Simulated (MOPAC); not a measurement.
Job for MOPAC: AM1 on AlAsH4O (SMILES [OH][AlH][AsH2]), a point of a torsion scan.

```
AM1 1SCF PRECISE CHARGE=0 THREADS=1
AlAsH4O

O     -1.69532049 1    -0.58042544 1     0.44140842 1
Al    -0.46488586 1     0.29228975 1    -0.21861240 1
As     1.81926321 1    -0.42574526 1     0.00708341 1
H     -2.46910413 1    -1.01293201 1     0.77698080 1
H     -0.91356088 1     1.61175559 1    -0.89533853 1
H      1.51646490 1    -0.28192100 1     1.48740435 1
H      2.21619916 1     1.03206896 1    -0.02797501 1
```

Program output:

```
*******************************************************************************
 **                                                                           **
 **                              MOPAC v23.2.5                                **
 **                                                                           **
 *******************************************************************************
 ** MOPAC's Digital Object Identifier: https://doi.org/10.5281/zenodo.6511958 **
 **                                                                           **
 ** Please cite the open-source release paper for use of this MOPAC version:  **
 ** J. E. Moussa and J. J. P. Stewart (2026)                                  **
 ** MOPAC: An open-source semiempirical molecular orbital program             **
 ** J. Open Source Softw., 11(119), 8025, https://doi.org/10.21105/joss.08025 **
 *******************************************************************************

                              AM1 CALCULATION RESULTS

 *******************************************************************************
 *  AM1        - The AM1 Hamiltonian to be used
 *
 *
 *
 *                 CHARGE ON SYSTEM = 0
 *
 *
 *
 *  PRECISE    - TIGHTER CRITERIA TO BE USED
 *  1SCF       - DO 1 SCF AND THEN STOP
 *  THREADS=1  - MULTI-THREADING NOT USED
 *  T=         - A TIME OF 172800.0 SECONDS REQUESTED
 *  DUMP=N     - RESTART FILE WRITTEN EVERY 7200.0 SECONDS REQUESTED
 *******************************************************************************
AM1 1SCF PRECISE CHARGE=0 THREADS=1
 AlAsH4O

   ATOM   CHEMICAL          X               Y               Z
  NUMBER   SYMBOL      (ANGSTROMS)     (ANGSTROMS)     (ANGSTROMS)

     1       O         -1.69532049  *  -0.58042544  *   0.44140842  *
     2      Al         -0.46488586  *   0.29228975  *  -0.21861240  *
     3      As          1.81926321  *  -0.42574526  *   0.00708341  *
     4       H         -2.46910413  *  -1.01293201  *   0.77698080  *
     5       H         -0.91356088  *   1.61175559  *  -0.89533853  *
     6       H          1.51646490  *  -0.28192100  *   1.48740435  *
     7       H          2.21619916  *   1.03206896  *  -0.02797501  *



          CARTESIAN COORDINATES

    NO.       ATOM           X           Y           Z

     1         O         -1.6953     -0.5804      0.4414
     2        Al         -0.4649      0.2923     -0.2186
     3        As          1.8193     -0.4257      0.0071
     4         H         -2.4691     -1.0129      0.7770
     5         H         -0.9136      1.6118     -0.8953
     6         H          1.5165     -0.2819      1.4874
     7         H          2.2162      1.0321     -0.0280

  H: (AM1): M.J.S. DEWAR ET AL, J. AM. CHEM. SOC. 107 3902-3909 (1985)
  O: (AM1): M.J.S. DEWAR ET AL, J. AM. CHEM. SOC. 107 3902-3909 (1985)
 Al: (AM1): M. J. S. Dewar, A. J. Holder, Organometallics, 9, 508-511 (1990).
 As: (AM1): J. J. P. STEWART, J. MOL. MOD., 10, 155-164 (2004)

           Empirical Formula: H4 O Al As  =     7 atoms



      MOLECULAR POINT GROUP   :   C1


      RHF CALCULATION, NO. OF DOUBLY OCCUPIED LEVELS = 9


 -------------------------------------------------------------------------------
 AM1 1SCF PRECISE CHARGE=0 THREADS=1
 AlAsH4O



     1SCF WAS SPECIFIED, SO BFGS WAS NOT USED
     SCF FIELD WAS ACHIEVED


                              AM1 CALCULATION
                                                       MOPAC v23.2.5 Linux




          FINAL HEAT OF FORMATION =        -46.83910 KCAL/MOL =    -195.97478 KJ/MOL


          COSMO AREA              =        114.44 SQUARE ANGSTROMS
          COSMO VOLUME            =        101.82 CUBIC ANGSTROMS

          IONIZATION POTENTIAL    =          9.067686 EV
          HOMO LUMO ENERGIES (EV) =         -9.068 -0.254
          NO. OF FILLED LEVELS    =          9
          MOLECULAR WEIGHT        =        121.9341         POINT GROUP:  C1

          MOLECULAR DIMENSIONS (Angstroms)

            Atom       Atom       Distance
            H     7    H     4     5.17514
            H     6    H     5     3.74162
            H     6   As     3     1.20801


          SCF CALCULATIONS        =          1





   ATOM   CHEMICAL          X               Y               Z
  NUMBER   SYMBOL      (ANGSTROMS)     (ANGSTROMS)     (ANGSTROMS)

     1       O         -1.69532049  *  -0.58042544  *   0.44140842  *
     2      Al         -0.46488586  *   0.29228975  *  -0.21861240  *
     3      As          1.81926321  *  -0.42574526  *   0.00708341  *
     4       H         -2.46910413  *  -1.01293201  *   0.77698080  *
     5       H         -0.91356088  *   1.61175559  *  -0.89533853  *
     6       H          1.51646490  *  -0.28192100  *   1.48740435  *
     7       H          2.21619916  *   1.03206896  *  -0.02797501  *

                             CARTESIAN COORDINATES

   1    O       -1.695320490    -0.580425440     0.441408420
   2   Al       -0.464885860     0.292289750    -0.218612400
   3   As        1.819263210    -0.425745260     0.007083410
   4    H       -2.469104130    -1.012932010     0.776980800
   5    H       -0.913560880     1.611755590    -0.895338530
   6    H        1.516464900    -0.281921000     1.487404350
   7    H        2.216199160     1.032068960    -0.027975010


           Empirical Formula: H4 O Al As  =     7 atoms



      MOLECULAR POINT GROUP   :   C1


                  EIGENVALUES
 -35.29630 -19.80503 -18.49986 -13.54197 -12.59005 -12.25307 -12.00659 -11.05848
  -9.06769  -0.25394  -0.09386   1.32608   1.64846   1.75010   2.70793   6.85926


              NET ATOMIC CHARGES AND DIPOLE CONTRIBUTIONS

  ATOM NO.   TYPE          CHARGE      No. of ELECS.   s-Pop       p-Pop
    1          O          -0.636108        6.6361     1.73668     4.89943
    2         Al           0.400785        2.5992     1.07851     1.52071
    3         As           0.231832        4.7682     1.88067     2.88749
    4          H           0.306066        0.6939     0.69393
    5          H          -0.100722        1.1007     1.10072
    6          H          -0.099566        1.0996     1.09957
    7          H          -0.102287        1.1023     1.10229
 DIPOLE           X         Y         Z       TOTAL
 POINT-CHG.     1.309    -0.779    -0.884     1.761
 HYBRID        -2.503     0.732     1.802     3.170
 SUM           -1.194    -0.047     0.918     1.507


          ATOMIC ORBITAL ELECTRON POPULATIONS

     Atom    s        px        py        pz
    1  O   1.73668   1.46917   1.72948   1.70077
    2 Al   1.07851   0.61313   0.56225   0.34533
    3 As   1.88067   1.01413   0.94042   0.93295
    4  H   0.69393
    5  H   1.10072
    6  H   1.09957
    7  H   1.10229

 **********************
 *                    *
 * JOB ENDED NORMALLY *
 *                    *
 **********************




 == MOPAC DONE ==
```

The run finished.

Cost: about 0.020 core-seconds (a rough figure).
